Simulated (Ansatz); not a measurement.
```xyz
12

C    -1.784   -1.261   -0.005
O    -1.102   -0.088    0.337
W     0.599    0.641    0.363
O     0.716    1.417    1.859
O     0.162    1.974   -0.895
O     2.348    0.738   -0.404
F     1.170   -1.152    0.680
H    -2.661   -1.362    0.638
H    -1.123   -2.122    0.139
H    -2.104   -1.219   -1.049
H     0.829    2.430   -1.414
H     2.949    0.006   -0.249
```

Charge 0, multiplicity 1. W: def2 effective core potential.

Task: List the PBE/def2-TZVPP orbital energies in eV (Ansatz 0.2.0). (Best estimate.)

Result: The calculation gave: Occupied: -659.41, -511.43, -510.78, -510.56, -510.48, -270.77, -79.84, -44.35, -44.25, -44.21, -28.42, -25.88, -24.88, -24.55, -22.79, -17.40, -13.44, -13.01, -12.18, -11.99, -11.68, -11.10, -10.49, -10.12, -9.83, -9.60, -8.91, -8.67, -8.28, -7.86, -7.69, -7.54, -7.38. Lowest empty: -3.35, -1.54, -1.30, -0.70, -0.19, 0.42, 0.84, 1.24.
